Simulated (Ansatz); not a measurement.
The cluster Mg₂Te⁺. The state is a doublet with charge 1. Geometry B3LYP-D4/def2-TZVP, that of the neutral singlet; atoms count from 1.

```xyz
3

Mg    1.471    0.562   -0.098
Mg   -0.382   -1.178    0.977
Te   -1.089    0.617   -0.879
```

In the def2 sets Te takes a core potential; there is no spin–orbit coupling. The structure comes from a short search, and lower isomers may exist.

Q: Estimate the Mulliken populations from the PBE0/def2-TZVP orbitals of Ansatz.

A: 
```tsv
atom	charge (e)	spin (α − β)
Mg1	0.60	0.30
Mg2	0.60	0.30
Te3	-0.19	0.39
```
Mulliken values depend strongly on the basis.

Q: Where does the spin sit?

A: Summed by element: Mg 0.61, Te 0.39, of 1 unpaired in all. Largest on single atoms: Te3 0.39, Mg2 0.30, Mg1 0.30.

Q: And the Mayer bond orders between heavy atoms (over 0.3)?

A: Mg1–Mg2 0.53 (2.76 Å); Mg1–Te3 1.09 (2.68 Å); Mg2–Te3 1.09 (2.68 Å).
